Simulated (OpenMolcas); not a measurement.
## Fe4+ in a point-charge field

Fe4+ among 8 point charges of -1.6 e arranged as a cube (Oh), 2.03 Å from the ion.
```
   1.1720    1.1720    1.1720  -1.60
   1.1720    1.1720   -1.1720  -1.60
   1.1720   -1.1720    1.1720  -1.60
   1.1720   -1.1720   -1.1720  -1.60
  -1.1720    1.1720    1.1720  -1.60
  -1.1720    1.1720   -1.1720  -1.60
  -1.1720   -1.1720    1.1720  -1.60
  -1.1720   -1.1720   -1.1720  -1.60
```

- Program: OpenMolcas
- Method: CASSCF
- Basis: ANO-RCC-VDZP [5s4p2d1f]
- Scalar Hamiltonian: DKH2, point nucleus
- Active space: 4 electrons in 5 orbitals (3d)
- State averaging: 2S+1 = 5 even, 5 roots; 2S+1 = 3 even, 45 roots; 2S+1 = 1 even, 50 roots
- Spin-orbit coupling: RASSI with atomic mean-field integrals over the reference wave functions

The lowest spin-free states (labels of O, the rotations of Oh), above the lowest:

| State | Degeneracy | E (cm-1) | Free-ion L (%) |
| --- | --- | --- | --- |
| 5T2 | 3 | 0.0 | D (100) |
| 5E | 2 | 1408 | D (100) |
| 3T1 | 3 | 26201 | H (93) |
| 3T2 | 3 | 26715 | H (97) |
| 3T1 | 3 | 27596 | H (89) |
| 3E | 2 | 27801 | H (100) |
| 3T1 | 3 | 30091 | P (75) |
| 3T2 | 3 | 31247 | F (89) |
| 3T1 | 3 | 31542 | F (70) |
| 3A2 | 1 | 31840 | F (100) |
| 3T2 | 3 | 33502 | G (92) |
| 3E | 2 | 34342 | G (99) |
| 3T1 | 3 | 34948 | G (92) |
| 3A1 | 1 | 35139 | G (100) |
| 1A1 | 1 | 38424 | I (74) |
| 1T1 | 3 | 39177 | I (86) |
| 1T2 | 3 | 39899 | I (99) |
| 1A2 | 1 | 41116 | I (100) |
| 1E | 2 | 41142 | I (78) |
| 1T2 | 3 | 41313 | I (96) |

The lowest levels with spin-orbit coupling:

```
E (cm-1)  Degeneracy  Label  2S+1
     0.0           1     A1     5
   110.2           3     T1     5
   238.9           3     T2     5
   519.9           2      E     5
   629.1           3     T1     5
   897.2           3     T2     5
    1958           1     A2     5
    2039           3     T2     5
    2104           2      E     5
    2140           3     T1     5
    2176           1     A1     5
   26256           1     A1     3
   26504           3     T1     3
   26707           2      E     3
   26858           3     T2     3
   27097           3     T1     3
   27267           2      E     3
   27408           3     T2     3
   27513           1     A2     3
   27817           3     T2     3
```

Powder χT (cm3 K/mol): 0.0265 at 2 K, 0.132 at 10 K, 0.645 at 50 K, 1.04 at 100 K, 1.44 at 200 K, 1.71 at 300 K. The effective moment at 300 K is 2.828 √(χT) = 3.70 μB.

The lowest level has 2S+1 = 5, for which the spin-only value is χT = S(S+1) / 2 = 3.000 cm3 K/mol (g = 2). The computed 1.710 at 300 K differs by -1.290, through orbital momentum, spin-orbit coupling and any other state in reach. With a threefold ground state the orbital momentum is unquenched, so the spin-only value is not expected to hold.

An orbital triplet at a regular site is open to Jahn-Teller coupling, which can distort the site and quench the lowest spin-orbit gaps and is left out. Without dynamic correlation the repulsion within the d shell is too large (B by tens of per cent), so at a given field states of lower spin stand too high. Point charges give a weaker field than real ligands, and real ions of this kind are often low spin; the high spin found here belongs to the model. The ground term spreads over less than 5000 cm-1, several times less than with real ligands, so orbital moments are less quenched and χT lies further from the spin-only value than at real sites. Point charges carry no covalency, so the field is a model and not that of real ligands. No measured value stands beside these numbers.
